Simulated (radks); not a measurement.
The mean radii <r> (bohr) of the occupied orbitals of an atom or ion are listed with their occupations. Calculated with a radial shooting solver on a logarithmic mesh with Libxc functionals: Dirac Kohn-Sham, BLYP, spin-unpolarised, spherical densities, finite nucleus; Fermi nuclear charge, rms radius of each element as measured or else 0.836 A^(1/3) + 0.57 fm.

| orbital | occ. | <r> |
|---|---|---|
| 1s1/2 | 2 | 0.03344 |
| 2s1/2 | 2 | 0.1453 |
| 2p1/2 | 2 | 0.1236 |
| 2p3/2 | 4 | 0.1283 |
| 3s1/2 | 2 | 0.4015 |
| 3p1/2 | 2 | 0.3944 |
| 3p3/2 | 4 | 0.4049 |
| 3d3/2 | 4 | 0.3795 |
| 3d5/2 | 6 | 0.3829 |
| 4s1/2 | 2 | 0.9522 |
| 4p1/2 | 2 | 0.9995 |
| 4p3/2 | 3 | 1.020 |

Name the element and its charge. Open shells, if any, fill j = l - 1/2 first.

Answer. Z = 44, ruthenium, charge +9: Ru9+ in [Ar] 3d10 4s2 4p5. The 1s radius gives Z: for a bare nucleus <r> = (2 gamma + 1)/(2Z) with gamma = sqrt(1 - (Z/c)^2), 0.03289 bohr for Z = 44, and screening makes it slightly larger (0.03344 here). The occupations add up to 35, and the charge is Z minus that.
